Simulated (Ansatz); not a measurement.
`CBNC` + `BS` → `BSBC` + CH₃NH₂ at 700 K and 1 bar (ligand exchange at a B–N bond).

Program: Ansatz. Geometries: PBE0-D4/def2-TZVP. ΔE: electronic, gas phase. CCSD(T)/CBS adds triple-zeta CCSD(T) − MP2 to the extrapolated MP2 energy (def2 sets, frozen cores). This one scheme is used for every species. One conformer a species, not always the lowest.

| species | CCSD(T)/CBS energy (Eh) | H − E (kJ/mol) | S (J/(mol·K)) |
| --- | --- | --- | --- |
| `CBNC` | -160.46148 | 346.8 | 414.8 |
| `BS` | -424.38198 | 115.9 | 297.3 |
| `BSBC` | -489.06011 | 259.2 | 429.4 |
| CH₃NH₂ | -95.75281 | 207.6 | 296.6 |

H − E and S are ideal-gas, rigid-rotor, harmonic terms from PBE0-D4/def2-TZVP, for one conformer and one mirror image of each species. 1 Eh = 2625.50 kJ/mol, R = 8.31446 J/(mol·K).

Task: By hand: ΔE, ΔH, ΔS and ΔG.

Result: ΔE = (-489.06011) + (-95.75281) − (-160.46148) − (-424.38198) = 0.03054 Eh = 80.2 kJ/mol. Δ(H − E) = 259.2 + 207.6 − 346.8 − 115.9 = 4.1, so ΔH = 84.3 kJ/mol. ΔS = 429.4 + 296.6 − 414.8 − 297.3 = 13.9 J/(mol·K). ΔG = 84.3 − 700 × (13.9)/1000 = 74.6 kJ/mol.

Task: By hand: the equilibrium constant, and the temperature at which ΔG would vanish if ΔH and ΔS stayed fixed.

Result: log₁₀ K = −ΔG/(RT ln 10) = -5.6. ΔG = 0 at ΔH/ΔS = 6065 K, far beyond where these terms or the molecules hold.

The number of gas molecules stays the same, so ΔS is small and ΔH decides. A doubt of 5 kJ/mol in ΔE shifts log₁₀ K by 0.4 here. Other conformers and mirror images would add mixing entropy, several J/(mol·K) or more a flexible species. These are equilibria of isolated gas molecules and say nothing of rates. Largest T1 diagnostic: 0.015 (customary marks: 0.02 for closed shells, 0.045 for open ones).
